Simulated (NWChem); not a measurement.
Molecule: CH₃F₂Ga; SMILES [CH3][Ga]([F])[F]

Results from NWChem. Pople sets run with spherical d functions. Coordinates come from a PBE0/def2-SVP optimisation. Level PBE/6-31G*: energy and gradient on several grids; changes count from the extra-fine grid, which is no exact limit either.

Which is the coarsest grid (medium; coarse; fine; xfine; xcoarse) from which on the energy stays within 50 μHa and each gradient component within 100 μHa/bohr of xfine?

medium.
| grid | size of the energy change (μHa) | largest change of a gradient component (μHa/bohr) |
|---|---|---|
| xcoarse | 4000 | 3000 |
| coarse | 70 | 1000 |
| medium | 10 | 40 |
| fine | < 10 | < 30 |
| xfine | < 10 | < 30 |
